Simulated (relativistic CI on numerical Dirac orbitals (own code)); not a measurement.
## Er39+: q coefficients and field-shift factors

These numbers are calculated, not measured: Dirac-Coulomb-Breit CI, KLI orbitals optimised for each configuration, derivatives by finite differences, unscaled Slater integrals, QED left out (own radial code, finite nucleus).

Configurations in the expansion (outside the closed core [Ar] 3d10): 4s, 4p, 4d, 4f, 5s, 5p, 5d, 5f. Levels of other configurations are missing.

With x = (α/α₀)² − 1 an excitation energy changes as ω = ω₀ + qx; K = 2q/ω₀ is the relative enhancement. Terms are leading LS components, so labels can repeat. The field-shift factor is F = δν/δ⟨r²⟩ for the transition from the lowest level.

Lowest level 4s ²S1/2.

| Level | ω₀ (cm⁻¹) | q (cm⁻¹) | F (GHz/fm²) |
| --- | --- | --- | --- |
| 4p ²P°1/2 | 680336 | 92190 | -1110 |
| 4p ²P°3/2 | 1200290 | 700600 | -1170 |
| 4d ²D3/2 | 2257770 | 737500 | -1160 |
| 4d ²D5/2 | 2367373 | 849400 | -1160 |
| 4f ²F°5/2 | 3499856 | 841100 | -1140 |
| 4f ²F°7/2 | 3524593 | 865100 | -1140 |
| 5s ²S1/2 | 6051228 | 447900 | -608 |
| 5p ²P°1/2 | 6379174 | 487000 | -1120 |
| 5p ²P°3/2 | 6621327 | 768400 | -1140 |
| 5d ²D3/2 | 7121916 | 784800 | -1140 |
| 5d ²D5/2 | 7174588 | 838600 | -1140 |
| 5f ²F°5/2 | 7674536 | 835100 | -1130 |
| 5f ²F°7/2 | 7689305 | 849500 | -1130 |

At this charge energies of transitions that change n are usually good to better than 1 %, and those within a shell (Δn = 0) to a few per cent.

Task: Which transition from the lowest level has the largest |K|?

Result: 4p ²P°3/2 at 1200290 cm⁻¹, K = 1.17.
